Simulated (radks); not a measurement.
The numbers below are computed, except where a source is named.
Nd+, 59 electrons, occupied as [Xe] 4f4 6s1.

Code: a radial shooting solver on a logarithmic mesh with Libxc functionals. Model: scalar-relativistic Kohn-Sham, PBEsol, spin-polarised, spherical densities, finite nucleus; open shells are filled with parallel spins first (spin-orbit coupling, left out, can overturn this in heavy ions); Fermi nuclear charge, rms radius 4.9123 fm.

Energy parts (eV):
| part | energy |
|---|---|
| total | -261769.10 |
| kinetic | 278554.30 |
| electron-nucleus | -635522.18 |
| Hartree | 101146.74 |
| exchange-correlation | -5947.96 |

Orbitals (lengths in bohr, moments of r in powers of bohr; <r^-3> diverges for s and p1/2):
| orbital | occ. | eigenvalue (eV) | <r^-3> | <r^2> |
|---|---|---|---|---|
| 1s up | 1 | -43384.06 | - | 0.0007604 |
| 1s down | 1 | -43384.05 | - | 0.0007604 |
| 2s up | 1 | -7022.095 | - | 0.01204 |
| 2s down | 1 | -7022.072 | - | 0.01204 |
| 2p up | 3 | -6279.304 | 9012 | 0.009627 |
| 2p down | 3 | -6279.288 | 9012 | 0.009627 |
| 3s up | 1 | -1527.899 | - | 0.08115 |
| 3s down | 1 | -1526.812 | - | 0.08107 |
| 3p up | 3 | -1293.596 | 1833 | 0.08118 |
| 3p down | 3 | -1292.515 | 1836 | 0.08108 |
| 3d up | 5 | -968.0797 | 250.4 | 0.06888 |
| 3d down | 5 | -967.2392 | 250.7 | 0.06877 |
| 4s up | 1 | -309.2102 | - | 0.4167 |
| 4s down | 1 | -306.3374 | - | 0.4164 |
| 4p up | 3 | -232.4774 | 399.4 | 0.4711 |
| 4p down | 3 | -229.5823 | 399.5 | 0.4707 |
| 4d up | 5 | -123.3919 | 44.87 | 0.5813 |
| 4d down | 5 | -120.4697 | 44.88 | 0.5816 |
| 5s up | 1 | -47.1255 | - | 2.422 |
| 5s down | 1 | -45.2095 | - | 2.467 |
| 5p up | 3 | -28.5931 | 54.58 | 3.354 |
| 5p down | 3 | -27.0470 | 52.42 | 3.423 |
| 6s up | 1 | -8.6070 | - | 17.46 |
| 4f up | 4 | -8.5503 | 4.938 | 1.637 |
| 4f down | 0 | -5.9848 | 4.729 | 1.872 |

The highest occupied level is 4f up at -8.550 eV. The density falls to 0.001 e/bohr^3 at r = 4.58 bohr. The electron density at the nucleus is 4.717e+05 e/bohr^3 (large components only). For comparison, the ionisation energy in NIST's Atomic Spectra Database is 10.78 eV (semi-empirical). In exact Kohn-Sham theory the highest level is minus the ionisation energy, but local and semilocal functionals leave it too shallow, through self-interaction and a potential that decays too fast; potentials with the right tail come closer.
